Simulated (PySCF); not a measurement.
InH₂, SMILES [InH2], multiplicity 2.

Geometry optimised at B3LYP-D3(BJ)/def2-TZVPD. The def2 effective core potentials stand for the cores of In; spin–orbit coupling is left out.

Method: PySCF with ωB97X/def2-TZVPD.

Isolated molecule, no solvent.

Computed frontier levels, dipole moment and polarisability:
```json
{
  "α spin, highest occupied and lowest empty level": "-7.40 and -0.20 eV",
  "β spin, highest occupied and lowest empty level": "-10.15 and -1.26 eV",
  "dipole_moment": "0.49 D",
  "quadrupole, principal values (traceless, Buckingham form, about the centre of nuclear charge)": "-4.41, -1.73, 6.14 D·Å",
  "mean_static_polarisability": "50.5 bohr³ (7.49 Å³)",
  "polarisability_principal_values": "44.1, 50.7, 56.8 bohr³",
  "⟨S²⟩": "0.755 (pure state 0.75)"
}
```
